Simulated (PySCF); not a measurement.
Cl₅Si₂, charge +2, doublet, geometry from GFN2-xTB of the parent state (a state made from the parent by changing its charge; the spin is typed, not shown lowest); DF-B3LYP/def2-SVP in PySCF.

PySCF was given this input:
```python
from pyscf import gto, scf, dft

mol = gto.Mole()
mol.atom = '''
    Cl    1.92244881   -1.90832571   -0.82010059
    Si    1.35516226    0.01986058   -0.53632054
    Cl    2.56557939    0.78134476    0.90420712
    Si   -0.88689246    0.19528931    0.02396448
    Cl   -1.64091265   -0.72905730    1.66875770
    Cl   -1.28936674    2.17107244    0.23250544
    Cl   -1.94338279   -0.49221647   -1.56342937
'''
mol.basis = 'def2-svp'
mol.charge = 2
mol.spin = 1
mol.verbose = 4
mol.build()

mf = dft.ROKS(mol)
mf.xc = 'b3lyp'
mf = mf.density_fit(auxbasis='def2-universal-jkfit')
mf.kernel()
```

It wrote (shortened):

```
PySCF version 2.14.0

[INPUT] verbose = 4
[INPUT] num. atoms = 7
[INPUT] num. electrons = 111
[INPUT] charge = 2
[INPUT] spin (= nelec alpha-beta = 2S) = 1
[INPUT] symmetry False subgroup None
[INPUT] Mole.unit = angstrom
[INPUT] Symbol           X                Y                Z      unit          X                Y                Z       unit  Magmom
[INPUT]  1 Cl     1.922448810000  -1.908325710000  -0.820100590000 AA    3.632901739396  -3.606212948366  -1.549765509694 Bohr   0.0
[INPUT]  2 Si     1.355162260000   0.019860580000  -0.536320540000 AA    2.560885525747   0.037531056875  -1.013498935579 Bohr   0.0
[INPUT]  3 Cl     2.565579390000   0.781344760000   0.904207120000 AA    4.848242397929   1.476527605264   1.708703816682 Bohr   0.0
[INPUT]  4 Si    -0.886892460000   0.195289310000   0.023964480000 AA   -1.675983851342   0.369043310955   0.045286303918 Bohr   0.0
[INPUT]  5 Cl    -1.640912650000  -0.729057300000   1.668757700000 AA   -3.100875502834  -1.377718626115   3.153495021259 Bohr   0.0
[INPUT]  6 Cl    -1.289366740000   2.171072440000   0.232505440000 AA   -2.436550012723   4.102732308191   0.439371604071 Bohr   0.0
[INPUT]  7 Cl    -1.943382790000  -0.492216470000  -1.563429370000 AA   -3.672461228293  -0.930154322300  -2.954453324401 Bohr   0.0

nuclear repulsion = 916.514213342754
number of shells = 56
number of NR pGTOs = 252
number of NR cGTOs = 126
basis = def2-svp
ecp = {}

******** <class 'pyscf.df.df_jk.DFROKS'> ********
method = DFROKS
initial guess = minao
damping factor = 0
level_shift factor = 0
DIIS = <class 'pyscf.scf.diis.CDIIS'>
diis_start_cycle = 1
diis_space = 8
diis_damp = 0
SCF conv_tol = 1e-09
SCF conv_tol_grad = None
SCF max_cycles = 50
direct_scf = False
num. doubly occ = 55  num. singly occ = 1
XC library pyscf.dft.libxc version 7.1.2
    S. Lehtola, C. Steigemann, M. J. T. Oliveira, and M. A. L. Marques,  SoftwareX 7, 1–5 (2018)
XC functionals = b3lyp
    P. J. Stephens, F. J. Devlin, C. F. Chabalowski, and M. J. Frisch,  J. Phys. Chem. 98, 11623 (1994)
radial grids:
    Treutler-Ahlrichs [JCP 102, 346 (1995); DOI:10.1063/1.469408] (M4) radial grids

becke partition: Becke, JCP 88, 2547 (1988); DOI:10.1063/1.454033
pruning grids: <function nwchem_prune>
grids dens level: 3
symmetrized grids: False
atomic radii adjust function: <function treutler_atomic_radii_adjust>
small_rho_cutoff = 0
Set gradient conv threshold to 3.16228e-05
tot grids = 132760
******** <class 'pyscf.df.df.DF'> ********
auxbasis = def2-universal-jkfit
init E= -2880.15977899734
  HOMO = -0.324321376329535  LUMO = -0.178064763915138  gap/eV = 3.97985
cycle= 1 E= -2878.18904065967  delta_E= 1.97  |g|= 0.845  |ddm|= 2.29
  HOMO = -0.667264477847882  LUMO = -0.6496361749976  gap/eV = 0.47969
cycle= 2 E= -2875.41243216859  delta_E= 2.78  |g|= 2.83  |ddm|= 3.26
  HOMO = -0.674605802356351  LUMO = -0.584808160459408  gap/eV = 2.44352
cycle= 3 E= -2878.24224111195  delta_E= -2.83  |g|= 0.737  |ddm|= 2.64

WARN: HOMO -0.59349254321476 >= LUMO -0.640795314246061

cycle= 4 E= -2878.08869508317  delta_E= 0.154  |g|= 0.718  |ddm|= 1.83
  HOMO = -0.667675999610689  LUMO = -0.554526961466267  gap/eV = 3.07894
cycle= 5 E= -2878.45012203906  delta_E= -0.361  |g|= 0.349  |ddm|= 1.44
  HOMO = -0.671776163383699  LUMO = -0.555934495732755  gap/eV = 3.15221
cycle= 6 E= -2878.49719896324  delta_E= -0.0471  |g|= 0.169  |ddm|= 0.611
  HOMO = -0.675316972561155  LUMO = -0.552648501933066  gap/eV = 3.33798
cycle= 7 E= -2878.50531809461  delta_E= -0.00812  |g|= 0.0954  |ddm|= 0.142
  HOMO = -0.678754782511978  LUMO = -0.547027060084095  gap/eV = 3.58449
cycle= 8 E= -2878.50738328815  delta_E= -0.00207  |g|= 0.0694  |ddm|= 0.0709
  HOMO = -0.68063006110413  LUMO = -0.544568164292613  gap/eV = 3.70243
cycle= 9 E= -2878.50842715494  delta_E= -0.00104  |g|= 0.0516  |ddm|= 0.0863
  HOMO = -0.678779809323642  LUMO = -0.54215490122412  gap/eV = 3.71775
cycle= 10 E= -2878.37511878958  delta_E= 0.133  |g|= 0.41  |ddm|=  1.1

WARN: HOMO -0.543570219541741 >= LUMO -0.679090604848658

cycle= 11 E= -2878.25546406659  delta_E= 0.12  |g|= 0.374  |ddm|= 1.75
  HOMO = -0.679063272391772  LUMO = -0.543736515782336  gap/eV = 3.68243
cycle= 12 E= -2878.50875159536  delta_E= -0.253  |g|= 0.0414  |ddm|= 1.36
  HOMO = -0.678971662675616  LUMO = -0.542140414947077  gap/eV = 3.72337
cycle= 13 E= -2878.49844409633  delta_E= 0.0103  |g|= 0.113  |ddm|= 0.605
  HOMO = -0.678598257071954  LUMO = -0.542240121428757  gap/eV = 3.71049
cycle= 14 E= -2878.50547745558  delta_E= -0.00703  |g|= 0.0617  |ddm|= 0.136
  HOMO = -0.675560415575064  LUMO = -0.542428403078076  gap/eV = 3.62271
cycle= 15 E= -2878.50913528594  delta_E= -0.00366  |g|= 0.0294  |ddm|= 0.541
  HOMO = -0.675827002293202  LUMO = -0.542781614710726  gap/eV = 3.62035
cycle= 16 E= -2878.50917277737  delta_E= -3.75e-05  |g|= 0.0312  |ddm|= 0.0585
  HOMO = -0.676226718845541  LUMO = -0.542711319518487  gap/eV = 3.63314
cycle= 17 E= -2878.50910800761  delta_E= 6.48e-05  |g|= 0.0289  |ddm|= 0.0814
  HOMO = -0.675618921654435  LUMO = -0.542745227932164  gap/eV = 3.61568
cycle= 18 E= -2878.509266627  delta_E= -0.000159  |g|= 0.0302  |ddm|= 0.131
  HOMO = -0.674888482955916  LUMO = -0.542699770500268  gap/eV = 3.59704
cycle= 19 E= -2878.50931747426  delta_E= -5.08e-05  |g|= 0.0286  |ddm|= 0.0104
  HOMO = -0.675313524371106  LUMO = -0.542407147096251  gap/eV = 3.61657
cycle= 20 E= -2878.50937655166  delta_E= -5.91e-05  |g|= 0.0268  |ddm|= 0.00959
  HOMO = -0.67555564965441  LUMO = -0.542326610453685  gap/eV = 3.62535
cycle= 21 E= -2878.50940135969  delta_E= -2.48e-05  |g|= 0.0258  |ddm|= 0.00449
  HOMO = -0.678424245055006  LUMO = -0.541902376843717  gap/eV = 3.71495
cycle= 22 E= -2878.50881903216  delta_E= 0.000582  |g|= 0.0226  |ddm|= 0.283
  HOMO = -0.678458122295231  LUMO = -0.541709748934486  gap/eV = 3.72111
cycle= 23 E= -2878.50934800149  delta_E= -0.000529  |g|= 0.0198  |ddm|= 0.416
  HOMO = -0.678926155787938  LUMO = -0.541253748070209  gap/eV = 3.74626
cycle= 24 E= -2878.38562499294  delta_E= 0.124  |g|= 0.394  |ddm|= 1.05
  HOMO = -0.679153649335771  LUMO = -0.541484592042098  gap/eV = 3.74617
cycle= 25 E= -2878.40962616237  delta_E= -0.024  |g|= 0.357  |ddm|= 0.178

WARN: HOMO -0.541661237125793 >= LUMO -0.6790277426423

cycle= 26 E= -2878.26931501312  delta_E= 0.14  |g|= 0.351  |ddm|= 1.67
  HOMO = -0.678767574730696  LUMO = -0.541859563309866  gap/eV = 3.72546
cycle= 27 E= -2878.50919644681  delta_E= -0.24  |g|= 0.0159  |ddm|= 1.36
  HOMO = -0.67842490126294  LUMO = -0.541951407290791  gap/eV = 3.71363
cycle= 28 E= -2878.5093860421  delta_E= -0.00019  |g|= 0.0241  |ddm|= 0.166
  HOMO = -0.678341745741019  LUMO = -0.542004789929198  gap/eV = 3.70992
cycle= 29 E= -2878.50957209244  delta_E= -0.000186  |g|= 0.0184  |ddm|= 0.124
  HOMO = -0.678319070704638  LUMO = -0.541959226222234  gap/eV = 3.71054
cycle= 30 E= -2878.50938220857  delta_E= 0.00019  |g|= 0.024  |ddm|= 0.13
  HOMO = -0.678233169570449  LUMO = -0.541685377373951  gap/eV = 3.71565
cycle= 31 E= -2878.50801626233  delta_E= 0.00137  |g|= 0.025  |ddm|= 0.339
  HOMO = -0.676682419303368  LUMO = -0.541923489598783  gap/eV = 3.66698
cycle= 32 E= -2878.50864392558  delta_E= -0.000628  |g|= 0.0136  |ddm|= 0.0561
  HOMO = -0.67607914417362  LUMO = -0.541870749813836  gap/eV = 3.65200
cycle= 33 E= -2878.50838589996  delta_E= 0.000258  |g|= 0.0182  |ddm|= 0.027
  HOMO = -0.676719500560123  LUMO = -0.541948720126569  gap/eV = 3.66730
cycle= 34 E= -2878.50727989893  delta_E= 0.00111  |g|= 0.0341  |ddm|= 0.076
  HOMO = -0.677080629066253  LUMO = -0.541753617154838  gap/eV = 3.68244
cycle= 35 E= -2878.50933573388  delta_E= -0.00206  |g|= 0.0221  |ddm|= 0.321
  HOMO = -0.67736182740767  LUMO = -0.541833682673356  gap/eV = 3.68791
cycle= 36 E= -2878.509400129  delta_E= -6.44e-05  |g|= 0.0221  |ddm|= 0.0414
  HOMO = -0.677641781259962  LUMO = -0.541646944850396  gap/eV = 3.70061
cycle= 37 E= -2878.50964342695  delta_E= -0.000243  |g|= 0.0103  |ddm|=  0.2
  HOMO = -0.67819126141196  LUMO = -0.541481739110453  gap/eV = 3.72006
cycle= 38 E= -2878.50945202258  delta_E= 0.000191  |g|= 0.00889  |ddm|= 0.0864
  HOMO = -0.678361026099799  LUMO = -0.541575379133976  gap/eV = 3.72213
cycle= 39 E= -2878.50964552856  delta_E= -0.000194  |g|= 0.0124  |ddm|= 0.108
  HOMO = -0.678484250948353  LUMO = -0.541615949671925  gap/eV = 3.72438
cycle= 40 E= -2878.50950102888  delta_E= 0.000144  |g|= 0.0205  |ddm|= 0.122
  HOMO = -0.678701645385018  LUMO = -0.541568369761553  gap/eV = 3.73159
cycle= 41 E= -2878.5095193254  delta_E= -1.83e-05  |g|= 0.0198  |ddm|= 0.00723
  HOMO = -0.67902752010511  LUMO = -0.541471504101606  gap/eV = 3.74309
cycle= 42 E= -2878.50965115458  delta_E= -0.000132  |g|= 0.0128  |ddm|=  0.1
  HOMO = -0.678375412916351  LUMO = -0.540973035389064  gap/eV = 3.73891
cycle= 43 E= -2878.38808989767  delta_E= 0.122  |g|= 0.392  |ddm|= 1.09
  HOMO = -0.678739325411696  LUMO = -0.541299685674222  gap/eV = 3.73992
cycle= 44 E= -2878.38492219947  delta_E= 0.00317  |g|= 0.395  |ddm|= 0.485
  HOMO = -0.678153769421484  LUMO = -0.541126206135142  gap/eV = 3.72871
cycle= 45 E= -2878.45278991228  delta_E= -0.0679  |g|= 0.275  |ddm|= 0.457
  HOMO = -0.676689694591297  LUMO = -0.541412290053235  gap/eV = 3.68109
cycle= 46 E= -2878.40019730707  delta_E= 0.0526  |g|= 0.373  |ddm|= 0.341
  HOMO = -0.676471877271361  LUMO = -0.541419362512166  gap/eV = 3.67497
cycle= 47 E= -2878.39845621073  delta_E= 0.00174  |g|= 0.375  |ddm|= 0.0169
  HOMO = -0.676398426259677  LUMO = -0.541476480596028  gap/eV = 3.67141
cycle= 48 E= -2878.40300252666  delta_E= -0.00455  |g|= 0.368  |ddm|= 0.032
  HOMO = -0.676519274129738  LUMO = -0.541476188470091  gap/eV = 3.67471
cycle= 49 E= -2878.3999518767  delta_E= 0.00305  |g|= 0.373  |ddm|= 0.0224
  HOMO = -0.678648781299901  LUMO = -0.54137839382941  gap/eV = 3.73532
cycle= 50 E= -2878.38289389348  delta_E= 0.0171  |g|= 0.397  |ddm|= 0.149
SCF not converged.
SCF energy = -2878.38289389348
```

Convergence was not reached.
